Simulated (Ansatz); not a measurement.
`Oc1ccc(O)cc1`. The species carries charge 0 and has multiplicity 1.

```tsv
atom	x (Å)	y (Å)	z (Å)
O1	0.2665	-2.5392	1.0338
C2	0.1096	-1.2821	0.5351
C3	1.1316	-0.7623	-0.2451
C4	1.0210	0.5121	-0.7761
C5	-0.1096	1.2821	-0.5352
O6	-0.2664	2.5392	-1.0337
C7	-1.1316	0.7623	0.2450
C8	-1.0210	-0.5121	0.7760
H9	-0.5088	-2.7718	1.5510
H10	2.0120	-1.3652	-0.4312
H11	1.8275	0.9090	-1.3857
H12	0.5089	2.7719	-1.5508
H13	-2.0121	1.3652	0.4312
H14	-1.8276	-0.9091	1.3856
```

**Question.** List the harmonic frequencies (cm⁻¹, unscaled) at PBE0-D4/def2-TZVP in Ansatz. (Estimate.)

**Answer.** The calculation gave: 155, 299, 301, 345, 371, 428, 448, 473, 521, 659, 721, 777, 807, 841, 877, 923, 930, 1029, 1117, 1182, 1189, 1202, 1286, 1324, 1362, 1388, 1502, 1568, 1674, 1699, 3174, 3176, 3216, 3217, 3868, 3869.

**Question.** Is this a minimum?

**Answer.** Yes, all 36 modes are real.

**Question.** Give the ideal-gas thermochemistry at 298.15 K and 1 bar (rigid rotor, harmonic oscillator; point group C2h, symmetry number 2).

**Answer.** Zero-point energy 286.6 kJ/mol; H(298) − E = 306.9 kJ/mol; entropy 331.7 J/(mol·K), of which translation 167.5, rotation 110.8, vibration 53.4; G(298) − E = 208.0 kJ/mol.

**Question.** And at 400, 500, 600, 800 and 1000 K?

**Answer.** 
```csv
T (K),H − E (kJ/mol),S (J/mol/K),G − E (kJ/mol)
400,320.9,371.7,172.2
500,337.6,408.9,133.1
600,356.7,443.7,90.5
800,400.4,506.4,-4.7
1000,449.3,560.8,-111.5
```
